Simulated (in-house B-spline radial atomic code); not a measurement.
Computed with a B-spline radial atomic code. Model: two electrons, singlet ground state, non-relativistic, full CI in B-splines with partial waves to l = 8 (at full coupling up to 3e-4 hartree above the limit, correlation up to 0.6 % small), density held at that of full coupling by Lieb maximisation.

Along the adiabatic connection the electron repulsion is scaled by a coupling λ while a local potential keeps the density fixed. At λ = 0 the system is the Kohn-Sham one and W equals the exchange energy; the exchange-correlation energy is the area under W between 0 and 1. The kinetic energy rises with λ as the electrons avoid each other, with dT/dλ = −λ dW/dλ.

Command:
```bash
python run_ac.py task.json out
```
Settings (lengths in bohr, energies in hartree):
```
potential              dot
strength               0.101
lmax                   8
second                 0.3
```

Cost of the run: 50 s on 1 thread of Intel(R) Xeon(R) Processor @ 2.30GHz, with other jobs on the host.

**W = mean repulsion less Hartree energy, and W of three functionals.**

Given: confinement charge in harmonic well; well frequency 0.101 hartree; nuclear charge 0.3; external potential omega^2 r^2/2 - Z/r.

Computed: PBE exchange minus exact 10.251 millihartree; SCAN exchange minus exact 1.2377 millihartree.

```json
{"coupling": "0", "W xc (hartree)": "-0.25147", "W xc minus exchange (millihartree)": "0", "kinetic minus Kohn-Sham (millihartree)": "0", "LDA (PW92) W minus its exchange (millihartree)": "0", "PBE W minus its exchange (millihartree)": "0", "SCAN W minus its exchange (millihartree)": "0"}
{"coupling": "0.02", "W xc (hartree)": "-0.25334", "W xc minus exchange (millihartree)": "-1.867", "kinetic minus Kohn-Sham (millihartree)": "0.02", "LDA (PW92) W minus its exchange (millihartree)": "-8.7", "PBE W minus its exchange (millihartree)": "-2.59", "SCAN W minus its exchange (millihartree)": "-1.84"}
{"coupling": "0.05", "W xc (hartree)": "?", "W xc minus exchange (millihartree)": "?", "kinetic minus Kohn-Sham (millihartree)": "?", "LDA (PW92) W minus its exchange (millihartree)": "?", "PBE W minus its exchange (millihartree)": "?", "SCAN W minus its exchange (millihartree)": "?"}
{"coupling": "0.12", "W xc (hartree)": "-0.26171", "W xc minus exchange (millihartree)": "-10.242", "kinetic minus Kohn-Sham (millihartree)": "0.59", "LDA (PW92) W minus its exchange (millihartree)": "-29.67", "PBE W minus its exchange (millihartree)": "-13.85", "SCAN W minus its exchange (millihartree)": "-9.86"}
{"coupling": "0.25", "W xc (hartree)": "-0.27062", "W xc minus exchange (millihartree)": "-19.154", "kinetic minus Kohn-Sham (millihartree)": "2.22", "LDA (PW92) W minus its exchange (millihartree)": "-45.67", "PBE W minus its exchange (millihartree)": "-25.15", "SCAN W minus its exchange (millihartree)": "-18.38"}
{"coupling": "0.4", "W xc (hartree)": "-0.27883", "W xc minus exchange (millihartree)": "-27.364", "kinetic minus Kohn-Sham (millihartree)": "4.86", "LDA (PW92) W minus its exchange (millihartree)": "-58.5", "PBE W minus its exchange (millihartree)": "-35.24", "SCAN W minus its exchange (millihartree)": "-26.38"}
{"coupling": "0.6", "W xc (hartree)": "-0.28733", "W xc minus exchange (millihartree)": "-35.865", "kinetic minus Kohn-Sham (millihartree)": "9.08", "LDA (PW92) W minus its exchange (millihartree)": "-70.9", "PBE W minus its exchange (millihartree)": "-45.61", "SCAN W minus its exchange (millihartree)": "-34.89"}
{"coupling": "0.8", "W xc (hartree)": "?", "W xc minus exchange (millihartree)": "?", "kinetic minus Kohn-Sham (millihartree)": "?", "LDA (PW92) W minus its exchange (millihartree)": "?", "PBE W minus its exchange (millihartree)": "?", "SCAN W minus its exchange (millihartree)": "?"}
{"coupling": "1", "W xc (hartree)": "-0.29913", "W xc minus exchange (millihartree)": "-47.662", "kinetic minus Kohn-Sham (millihartree)": "18.33", "LDA (PW92) W minus its exchange (millihartree)": "-87.61", "PBE W minus its exchange (millihartree)": "-60.26", "SCAN W minus its exchange (millihartree)": "-47.21"}
{"coupling": "1.4", "W xc (hartree)": "-0.30696", "W xc minus exchange (millihartree)": "-55.49", "kinetic minus Kohn-Sham (millihartree)": "27.63", "LDA (PW92) W minus its exchange (millihartree)": "-98.77", "PBE W minus its exchange (millihartree)": "-70.35", "SCAN W minus its exchange (millihartree)": "-55.69"}
{"coupling": "2", "W xc (hartree)": "-0.31484", "W xc minus exchange (millihartree)": "-63.366", "kinetic minus Kohn-Sham (millihartree)": "40.85", "LDA (PW92) W minus its exchange (millihartree)": "-110.34", "PBE W minus its exchange (millihartree)": "-81.01", "SCAN W minus its exchange (millihartree)": "-64.35"}
{"coupling": "3", "W xc (hartree)": "-0.32292", "W xc minus exchange (millihartree)": "-71.451", "kinetic minus Kohn-Sham (millihartree)": "60.71", "LDA (PW92) W minus its exchange (millihartree)": "-122.82", "PBE W minus its exchange (millihartree)": "-92.66", "SCAN W minus its exchange (millihartree)": "-73.14"}
{"coupling": "4.5", "W xc (hartree)": "-0.32992", "W xc minus exchange (millihartree)": "-78.451", "kinetic minus Kohn-Sham (millihartree)": "86.46", "LDA (PW92) W minus its exchange (millihartree)": "-134.31", "PBE W minus its exchange (millihartree)": "-103.51", "SCAN W minus its exchange (millihartree)": "-80.3"}
{"coupling": "7", "W xc (hartree)": "-0.33632", "W xc minus exchange (millihartree)": "-84.854", "kinetic minus Kohn-Sham (millihartree)": "122.44", "LDA (PW92) W minus its exchange (millihartree)": "-145.57", "PBE W minus its exchange (millihartree)": "-114.22", "SCAN W minus its exchange (millihartree)": "-86.11"}
```

Q: What belongs in the row 0.05?

A: W xc (hartree): -0.25601; W xc minus exchange (millihartree): -4.541; kinetic minus Kohn-Sham (millihartree): 0.11; LDA (PW92) W minus its exchange (millihartree): -16.73; PBE W minus its exchange (millihartree): -6.27; SCAN W minus its exchange (millihartree): -4.42.

Q: What belongs in the row 0.8?

A: W xc (hartree): -0.2939; W xc minus exchange (millihartree): -42.433; kinetic minus Kohn-Sham (millihartree): 13.65; LDA (PW92) W minus its exchange (millihartree): -80.22; PBE W minus its exchange (millihartree): -53.7; SCAN W minus its exchange (millihartree): -41.68.

Q: What is the LDA exchange minus exact?

A: 36.873 millihartree.

**Energy parts, natural occupations and partial-wave weights.**

Computed: total energy 0.3069 hartree; correlation energy -0.029327 hartree; kinetic part of the DFT correlation energy 0.018335 hartree; kinetic part over minus potential part 0.38468; Hartree energy 0.50294 hartree; Kohn-Sham kinetic 0.14967 hartree; Lieb Oxford ratio E_xc over LDA exchange 1.3085.

```
natural  occupation of the shell (electrons)
      s                               1.8732
      p                              0.10876
      s                             0.016102
      d                                    ?
      p                           0.00044065
      f                           0.00011801
```

Q: What belongs in the row d?

A: occupation of the shell (electrons): 0.0011258.

```
wave      weight
   s     0.94471
   p    0.054609
   d           ?
   f  6.5736e-05
   g  1.4028e-05
```

Q: What belongs in the row d?

A: weight: 0.00059143.

Q: What is the initial slope twice GL2?

A: -0.095063 hartree.

Q: What is the exchange energy?

A: -0.25147 hartree.

Half-way to full coupling W has made 66 % of its drop, against 50 % for a straight line, and second-order (GL2) theory, half the initial slope, overshoots the correlation energy by about 62 %: correlation is strong. Over couplings 0 to 1 the errors in E_xc come to about +6.4 millihartree for LDA, +2.1 millihartree for PBE, +2.0 millihartree for SCAN. In LDA and PBE the errors of exchange and correlation have opposite signs, so the sum is smaller than the larger of the two.
